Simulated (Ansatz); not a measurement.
`c1ccccc1` and `CC(C)Cc1ccccc1` differ in one atom or group.

Ansatz, PBE0-D4/def2-TZVP geometries, multiplicity 1. Each molecule was computed in one conformer, which needn't be the lowest.

```csv
property,`c1ccccc1`
HOMO–LUMO gap (ωB97M-V/def2-TZVPP) / eV,11.24
HOMO energy (PBE/def2-TZVPP) / eV,-6.32
HOMO–LUMO gap (PBE0/def2-TZVPP) / eV,7.12
HOMO energy (PBE0/def2-TZVPP) / eV,-7.30
LUMO energy (PBE0/def2-TZVPP) / eV,-0.19
LUMO energy (PBE/def2-TZVPP) / eV,-1.11
```

(1) What does the change do to each property? (Best estimate.)

Results:

(1) Ansatz gave: 
```
                               property  `CC(C)Cc1ccccc1`  shift
HOMO–LUMO gap (ωB97M-V/def2-TZVPP) / eV             10.82  -0.42
      HOMO energy (PBE/def2-TZVPP) / eV             -5.97   0.35
   HOMO–LUMO gap (PBE0/def2-TZVPP) / eV              6.77  -0.35
     HOMO energy (PBE0/def2-TZVPP) / eV             -6.94   0.36
     LUMO energy (PBE0/def2-TZVPP) / eV             -0.17   0.02
      LUMO energy (PBE/def2-TZVPP) / eV             -1.08   0.03
```
